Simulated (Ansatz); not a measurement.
The cluster K2Cl2, relaxed as a singlet with RKS PBE0-D4/def2-TZVP in Ansatz, starting from the GFN1-xTB geometry. Force threshold 0.02 eV/Å.

The structure comes from a short search, and lower isomers may exist.

Start:

| atom | x (Å) | y (Å) | z (Å) |
| --- | --- | --- | --- |
| K1 | 1.5175 | -0.7312 | -0.7580 |
| K2 | -1.5195 | 0.7299 | 0.7593 |
| Cl3 | -0.5158 | -1.8068 | 0.6896 |
| Cl4 | 0.5178 | 1.8080 | -0.6910 |

**Question.** Estimate the energy that the relaxation releases and the steps that it takes.

**Answer.** 16.2 kJ/mol, in 3 steps; 6 s on 4 threads of AMD EPYC 7R43 on a shared host. No frequencies were taken in this run, so the end may be a saddle point.

**Question.** Does the start keep its bonding and symmetry?

**Answer.** By distances, no bond broke or formed. The bond that changes most is K1–Cl3, from 2.72 to 2.88 Å (atoms count from 1). Point group C2h at the start, D2h at the end, both within 0.05 Å; within 0.015 Å the end is C2h.

**Question.** Predict the relaxed structure.

**Answer.** 
```xyz
4

K     1.615   -0.774   -0.808
K    -1.615    0.774    0.808
Cl   -0.547   -1.905    0.729
Cl    0.547    1.905   -0.729
```
Bond lengths (bridged metal pairs left out): 4 × Cl–K 2.88 Å.
